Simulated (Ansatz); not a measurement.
`O=C/N=C\[SiH3]`, relaxed with RKS PBE-D4/def2-SVP in Ansatz 0.2.0 from a rough embedded geometry. The force threshold is 0.03 eV/Å; the program also tests the step.

Charge 0, multiplicity 1.

Start:

```xyz
10

O     1.077   -0.666    1.493
C     0.182    0.116    1.890
N    -0.920    0.496    1.167
C    -0.933    0.437   -0.174
Si    0.283   -0.307   -1.377
H     0.217    0.585    2.908
H    -1.856    0.731   -0.651
H    -0.175    0.027   -2.758
H     0.476   -1.774   -1.262
H     1.651    0.354   -1.237
```

(1) How much energy does the relaxation release, and in how many steps? (Estimate.)

(2) Which bonds change most? (An estimate is asked.)

(3) Give the relaxed structure. (Best estimate.)

Answers

(1) The calculation gave: 0.33 eV, in 18 steps, 1 of them rejected.

(2) The calculation gave: C4–Si5 from 1.866 to 1.926 Å; N3–C4 from 1.343 to 1.285 Å; C4–H7 from 1.080 to 1.114 Å; O1–C2 from 1.252 to 1.220 Å.

(3) Ansatz gave: 
```xyz
10

O     0.854   -0.890    1.751
C     0.256    0.172    1.816
N    -0.923    0.453    1.121
C    -1.039    0.275   -0.146
Si    0.347   -0.256   -1.373
H     0.545    1.002    2.519
H    -2.063    0.410   -0.562
H     0.022    0.380   -2.697
H     0.308   -1.749   -1.536
H     1.692    0.204   -0.895
```
